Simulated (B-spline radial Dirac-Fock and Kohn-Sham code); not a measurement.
**Compton profile of Nd⁴⁵⁺**

System: neodymium as Nd⁴⁵⁺ in the configuration [Ne] 3s2 3p3.

Method: the impulse approximation on Dirac-Fock densities. Computed with a radial atomic solver. pz is in atomic units of momentum; subshell profiles are per electron, for a selection of subshells; open shells are spread over both j values by their weights.

```tsv
pz	J total	J 2p1/2	J 3p1/2	J 3p3/2
0	0.6120	0.0229	0.0547	0.0564
0.4	0.6107	0.0229	0.0547	0.0564
0.5	0.6099	0.0229	0.0547	0.0564
0.6	0.6090	0.0229	0.0547	0.0564
0.8	0.6066	0.0229	0.0547	0.0564
1	0.6036	0.0229	0.0547	0.0564
1.2	0.5999	0.0229	0.0546	0.0564
1.4	0.5957	0.0229	0.0546	0.0564
1.6	0.5908	0.0229	0.0546	0.0563
1.8	0.5854	0.0229	0.0545	0.0562
2	0.5794	0.0228	0.0544	0.0561
2.5	0.5622	0.0228	0.0539	0.0555
3	0.5424	0.0228	0.0532	0.0547
4	0.4970	0.0228	0.0505	0.0517
5	0.4478	0.0227	0.0462	0.0468
7	0.3540	0.0222	0.0336	0.0329
10	0.2517	0.0207	0.0148	0.0136
15	0.1598	0.0164	0.00318	0.00318
20	0.1042	0.0112	0.00257	0.00283
30	0.04444	0.00420	0.00147	0.00138
40	0.02117	0.00145	0.000527	0.000437
60	0.006393	0.000211	7.17e-05	4.84e-05
100	0.001028	1.23e-05	3.88e-06	1.80e-06
```

J(0) = 0.6120. The 3s1/2 subshell gives the largest part, 30 %.

Mean momentum ⟨p⟩ by subshell (a.u.): 1s1/2 57.6, 2s1/2 20.9, 2p1/2 27.6, 2p3/2 25.7, 3s1/2 11.8, 3p1/2 13.9, 3p3/2 13.4.
